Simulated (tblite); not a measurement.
Compound: C8H13P.
Z-matrix (Å and degrees, GFN2-xTB geometry), rows numbered from 1:
```
C 
C   1  1.4892
C   2  1.3270  1  124.65
P   3  1.8326  2  123.18  1     1.71
C   4  1.8726  3   99.24  2   -88.43
C   5  1.5314  4  108.28  3   -77.79
C   6  1.4967  5  107.46  4   -21.39
C   7  1.3274  6  117.46  5    14.71
C   8  1.4913  4  119.85  3   -91.43
H   1  1.0896  2  110.30  3  -126.84
H   1  1.0904  2  110.41  3   114.34
H   1  1.0893  2  110.22  3    -6.04
H   2  1.0848  1  115.49  3  -179.31
H   3  1.0839  2  120.42  1   179.07
H   5  1.0902  4  110.70  3    46.54
H   5  1.0934  4  106.54  3   163.67
H   6  1.0950  5  110.74  4    97.81
H   6  1.0928  5  111.06  4  -143.10
H   7  1.0812  6  119.07  5  -166.79
H   9  1.0887  8  111.18  4   177.47
H   9  1.0903  8  109.91  4   -61.77
H   9  1.0909  8  110.21  4    56.46
```

All values are computed: GFN2-xTB (tblite) harmonic vibrations without scaling, gas phase. Against measured fundamentals such values can be off by several per cent, at times by over 20. One conformer, not necessarily the lowest.

Harmonic wavenumbers (cm⁻¹): 28.9, 75.0, 111.3, 131.1, 154.3, 185.2, 195.6, 237.6, 285.0, 368.2, 433.6, 467.2, 518.1, 617.1, 650.1, 686.6, 704.8, 743.2, 795.7, 810.1, 906.5, 940.2, 952.8, 978.3, 1009.4, 1025.2, 1037.5, 1064.5, 1088.1, 1107.4, 1139.3, 1177.6, 1210.7, 1236.6, 1255.8, 1296.9, 1304.5, 1395.6, 1398.8, 1443.9, 1463.0, 1471.3, 1474.1, 1475.6, 1480.9, 1674.6, 1695.6, 2924.5, 2949.3, 2962.8, 2984.5, 2986.5, 2991.7, 3004.3, 3006.8, 3010.5, 3014.3, 3019.4, 3028.7, 3056.5.

A = 2236, B = 1003, C = 825.4 MHz; mass 140.075 u (most abundant isotopes); point group C1, symmetry number 1.

Question: What is the zero-point energy?

Answer: ½Σν̃ = 40422 cm⁻¹ = 483.55 kJ/mol.

Question: Entropy at 200 K, 1 bar (ideal gas, RRHO, classical rotation)?

Answer: Translation 162.19, rotation 118.62, vibration 92.40: S = 373.2 J/(mol K).

Question: And Cp and H(200 K) − H(0)?

Answer: Cp = 128.16 J/(mol K), of which vibrations give 94.90 (their classical limit is 60 R = 498.9); H(200 K) − H(0) = 16.49 kJ/mol without the zero-point energy, 9.84 from vibrations.

Question: Which modes carry the vibrational entropy at 200 K?

Answer: 28.9 cm⁻¹: 21.39; 75.0 cm⁻¹: 13.54; 111.3 cm⁻¹: 10.38; 131.1 cm⁻¹: 9.10; 154.3 cm⁻¹: 7.86; 185.2 cm⁻¹: 6.52 J/(mol K); the other 54 give 23.61 together.

Question: How do the functions run with temperature in this model?

Answer: 
```tsv
T (K)	S (J/(mol K))	Cp (J/(mol K))	H − H(0) (kJ/mol)	G − H(0) (kJ/mol)	ln q(vib)
100	300.9	85.4	5.81	-24.27	2.19
300	434.0	175.7	31.65	-98.55	8.12
500	545.7	265.3	76.13	-196.70	13.88
800	691.4	354.1	170.20	-382.93	22.25
1000	774.8	393.1	245.11	-529.71	27.50
```

q(vib) and H(0) count from the zero-point level.

Question: What must be added to the electronic energy to get the Gibbs energy at 200 K and 1 bar?

Answer: ZPE + [H(200 K) − H(0)] − T·S = 483.55 + 16.49 − 74.64 = 425.40 kJ/mol.

Hindered rotation and anharmonicity are outside this model. Other conformers, if any are populated, would add a mixing term that is left out. The structure is chiral; the term R ln 2 for an equal mix with its mirror image is left out.
